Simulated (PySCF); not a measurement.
Computed with B3LYP-D3(BJ)/def2-TZVP // PBE-D3(BJ)/def2-SVP in PySCF. Isolated molecules, 0 K electronic values unless said otherwise. One relaxed conformer stands for a flexible species; it need not be the lowest. B3LYP has the VWN-RPA correlation part, as in Gaussian. 

Reference species: [Zn(OH)2] (neutral, multiplicity 1).

```yaml
charge on the central atom (Mulliken): 0.62 e
HOMO: -8.16 eV
```

Changed species: [Zn(OH)(CH3)] (1 of 2 OH replaced by CH3; the reference has 0 of 2 OH replaced by CH3).

Problem. Give the shifts of the charge on the central atom (Mulliken) and HOMO.

Solution. the charge on the central atom (Mulliken) falls by 0.14 e, to 0.48 e; the HOMO goes up by 0.44 eV, to -7.72 eV.
